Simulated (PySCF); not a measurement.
The dipole of `C1(C[SiH2][C@H](C(F)F)C=1)OC` from its density and from atomic charges.

Coordinates (GFN2-xTB, Å) and charges (e) from the PBE0/pcSseg-1 density (PySCF):

| atom | x | y | z | Mulliken | IAO | Hirshfeld | ESP-fitted |
| --- | --- | --- | --- | --- | --- | --- | --- |
| C1 | 2.891 | -0.237 | -1.029 | -0.0377 | -0.2076 | -0.0329 | -0.0817 |
| O2 | 2.167 | -0.894 | -0.017 | -0.4755 | -0.3275 | -0.1065 | -0.3535 |
| C3 | 0.914 | -0.443 | 0.259 | +0.1414 | +0.2117 | +0.0740 | +0.4667 |
| C4 | 0.266 | 0.564 | -0.320 | -0.1769 | -0.2781 | -0.1051 | -0.4779 |
| C5 | -1.122 | 0.884 | 0.161 | -0.5572 | -0.4075 | -0.1352 | -0.2866 |
| C6 | -2.111 | 0.784 | -0.979 | +0.5869 | +0.4496 | +0.1390 | +0.3779 |
| F7 | -1.925 | 1.770 | -1.897 | -0.3092 | -0.3114 | -0.1124 | -0.2190 |
| F8 | -3.389 | 0.937 | -0.536 | -0.3112 | -0.3140 | -0.1104 | -0.2392 |
| Si9 | -1.470 | -0.391 | 1.550 | +0.7276 | +0.7611 | +0.3563 | +0.4825 |
| C10 | 0.241 | -1.208 | 1.366 | -0.4709 | -0.5612 | -0.1691 | -0.4447 |
| H11 | 3.855 | -0.739 | -1.085 | +0.1324 | +0.1643 | +0.0556 | +0.1206 |
| H12 | 2.382 | -0.313 | -1.995 | +0.1100 | +0.1360 | +0.0438 | +0.0759 |
| H13 | 3.042 | 0.819 | -0.786 | +0.1109 | +0.1365 | +0.0439 | +0.0786 |
| H14 | 0.672 | 1.166 | -1.117 | +0.1050 | +0.1499 | +0.0351 | +0.1922 |
| H15 | -1.168 | 1.918 | 0.517 | +0.1586 | +0.1595 | +0.0386 | +0.1698 |
| H16 | -2.061 | -0.175 | -1.518 | +0.0834 | +0.1347 | +0.0392 | +0.0736 |
| H17 | -1.674 | 0.274 | 2.837 | -0.0713 | -0.1117 | -0.0699 | -0.1030 |
| H18 | -2.573 | -1.294 | 1.219 | -0.0629 | -0.1123 | -0.0716 | -0.0965 |
| H19 | 0.204 | -2.265 | 1.101 | +0.1580 | +0.1638 | +0.0434 | +0.1296 |
| H20 | 0.853 | -1.146 | 2.266 | +0.1588 | +0.1642 | +0.0437 | +0.1347 |

**Question.** Form Σ q r in debye for every column and set it beside the full dipole.

**Answer.** The full density gives (2.22, -1.07, 0.43) D, 2.50 D in size; dipole vectors point from the negative to the positive end.

| scheme | μx | μy | μz | size (D) | share of the full size (%) | angle to the full dipole (°) |
| --- | --- | --- | --- | --- | --- | --- |
| Mulliken | 0.33 | -2.03 | 1.71 | 2.68 | 107 | 57 |
| IAO | 1.85 | -2.02 | 1.35 | 3.06 | 122 | 26 |
| Hirshfeld | 1.42 | -1.07 | 0.60 | 1.87 | 75 | 14 |
| ESP-fitted | 2.22 | -1.08 | 0.42 | 2.51 | 100 | 0 |

**Question.** Which set comes closest?

**Answer.** Length of the difference vector: ESP-fitted 0.01 D, Hirshfeld 0.82 D, IAO 1.37 D, Mulliken 2.48 D. Closest: ESP-fitted. The schemes that divide the density aren't constrained to reproduce the dipole.

**Question.** What is left for the Hirshfeld atoms' own dipoles?

**Answer.** The Hirshfeld atoms' densities add up to the full density, so μ = Σ q r + Σ (atomic dipoles). The atomic dipoles sum to (2.22, -1.07, 0.43) − (1.42, -1.07, 0.60) = (0.80, 0.00, -0.17) D, 0.82 D in size.

**Question.** With the origin at the mean of the coordinates, (0.000, 0.001, 0.000) Å, which are the largest single terms, by size, of the Hirshfeld dipole along the direction of the full one?

**Answer.** F8 +1.86, C6 -1.59, F7 +1.51, Si9 -1.49, O2 -1.18 D; all 20 atoms together +1.82 D. The single terms depend on the origin, their sum doesn't.

**Question.** Give the size of the full dipole in other units.

**Answer.** 2.50 D = 0.983 au = 0.520 e·Å = 8.34 × 10⁻³⁰ C·m.

Geometry: GFN2-xTB, one conformer, isolated molecule.
